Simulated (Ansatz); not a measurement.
Total energies of BCl3H2S (`[SH2+][B-](Cl)(Cl)Cl`).

Z-matrix (Å, degrees):
```
B
Cl 1 1.805
Cl 1 1.804 2 114.9
S 1 2.105 2 101.5 3 113.9
Cl 1 1.805 2 115.5 3 -137.4
H 4 1.346 1 98.2 2 -73.2
H 4 1.346 1 98.2 2 -167.5
```

Total charge 0; spin multiplicity 1. Geometry: relaxed with PBE0-D4/def2-TZVP. It is one conformer, not always the lowest. Basis def2-TZVPP, the Gaussian-basis code of Ansatz.

RPA on PBE orbitals: Hartree–Fock energy of these orbitals -1801.98195 Eh, correlation -1.43622 Eh (frozen core).

| functional | energy without D4 (Eh) | D4 term (kJ/mol) |
| --- | --- | --- |
| LDA (SPW92) | -1798.91499 | – |
| PBE | -1804.24932 | -27.5 |
| revPBE | -1804.68847 | -75.2 |
| BLYP | -1804.98947 | -60.6 |
| r2SCAN | -1804.89318 | -6.2 |
| B97M-V | -1804.57811 | – |
| PBE0 | -1804.39896 | -23.4 |
| B3LYP | -1805.08434 | -45.5 |
| r2SCANh | -1804.88653 | -6.7 |
| r2SCAN0 | -1804.87767 | -7.5 |
| HSE06 (plane-wave form) | -1804.36678 | -22.0 |
| BHLYP | -1805.00289 | -37.3 |
| CAM-B3LYP | -1805.05433 | -24.2 |
| LC-ωPBE | -1804.51476 | – |
| ωB97X-V | -1804.75550 | – |
| ωB97M-V | -1804.92524 | – |
| B2PLYP | -1804.48030 | – |
| PBE-QIDH | -1804.06314 | – |

B3LYP takes the VWN-RPA correlation (the form of Gaussian; ORCA's B3LYP/G). HSE06 is the plane-wave form, built on full-range PBE exchange. The double hybrids freeze the cores in their second-order part.

LC-ωPBE has ω = 0.4 bohr⁻¹.
